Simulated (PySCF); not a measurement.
# Ba: excitation energy

Ba [Xe] 6s2 (1S) → Ba [Xe] 5d2 (3F), as a difference of total energies. All numbers are calculated (PySCF 2.14, the spin-free X2C one-electron Hamiltonian (Gaussian nucleus), in ANO-RCC-VTZP). Correlated levels: valence and next inner shell: [Kr] 4d10 frozen. The calculations carry no spin-orbit coupling.

| method | excitation energy (eV) |
| --- | --- |
| UHF | 2.382 |
| MP2 (valence and next inner shell) | 2.724 |
| SCS-MP2 (valence and next inner shell) | 2.835 |
| CCSD (valence and next inner shell) | 2.679 |
| CCSD(T) (valence and next inner shell) | 2.737 |

Q: How much does correlation contribute at CCSD(T) (valence and next inner shell)?

A: 2.737 − (2.382) = 0.355 eV, measured against UHF.

A first-order spin-orbit estimate (lowest level to lowest level, LS coupling) adds -0.060 eV.
